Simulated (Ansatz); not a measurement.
Relaxation of Cl4H3HfSi (9 atoms, charge 0, multiplicity 2), to a largest force component of 0.03 eV/Å in at most 50 steps.

Computed with Ansatz, UKS PBE/def2-SVP.

```xyz
9
Properties=species:S:1:pos:R:3
Hf 0.002 0.000 -0.641
Cl -0.002 0.000 3.075
Cl 2.342 0.000 -0.715
Cl -1.168 2.027 -0.705
Cl -1.169 -2.027 -0.705
Si -0.001 0.000 5.196
H -0.770 -1.198 5.671
H 1.422 -0.067 5.669
H -0.654 1.265 5.670
```

Task: Where does it end, and by what steps?

Result: The forces met the threshold. After 2 steps the energy has fallen by 0.011 eV; Cl3 moved furthest, 0.15 Å.

| step | energy less start (eV) | largest force component (eV/Å) | accepted |
| --- | --- | --- | --- |
| 0 | 0.0000 | 0.277 | yes |
| 1 | -0.0111 | 0.067 | yes |
| 2 | -0.0113 | 0.020 | yes |

```xyz
9
Properties=species:S:1:pos:R:3
Hf 0.002 0.000 -0.495
Cl -0.001 0.000 2.972
Cl 2.346 0.000 -0.564
Cl -1.171 2.031 -0.557
Cl -1.171 -2.031 -0.557
Si -0.001 0.000 5.079
H -0.770 -1.199 5.546
H 1.422 -0.067 5.545
H -0.654 1.266 5.546
```

Whether the end is a true minimum wasn't checked by a vibrational analysis.

The run took 11 s on 4 threads of AMD EPYC 7R43 64-Core Processor (Zen 3), with other jobs on the host, peak memory 0.28 GiB.
